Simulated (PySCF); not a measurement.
## Mo⁺ (molybdenum, charge +1) across methods

[Kr] 4d5, high-spin 6S determinant. All numbers are calculated (PySCF 2.14, scalar relativity through the core potential, in aug-cc-pwCVDZ-PP with ECP28MDF).

```csv
method,E (hartree),mean ε 4p α (eV),mean ε 4p β (eV),mean ε 4d α (eV),Σ⟨r²⟩ (bohr²),⟨S²⟩
r2SCAN,-67.6459,-47.807,-43.598,-11.540,34.43,8.751
BP86,-67.6751,-46.417,-43.405,-11.455,34.91,8.750
PBE0,-67.6111,-49.667,-45.228,-12.746,34.49,8.751
PBEsol,-67.5015,-46.244,-43.103,-11.386,34.99,8.750
UHF,-67.11484,-59.055,-50.293,-16.349,33.91,8.752
CAM-B3LYP,-67.5628,-51.033,-46.774,-13.969,34.58,8.750
LDA,-67.4364,-46.377,-43.290,-11.524,35.20,8.750
PBE,-67.6185,-46.336,-43.166,-11.383,34.95,8.750
```

Q: Estimate the same row for TPSSh.

A: E (hartree) = -67.5915; mean ε 4p α (eV) = -47.923; mean ε 4p β (eV) = -44.072; mean ε 4d α (eV) = -11.813; Σ⟨r²⟩ (bohr²) = 34.64; ⟨S²⟩ = 8.750.

Energies and moments cover only the electrons outside the core potential.
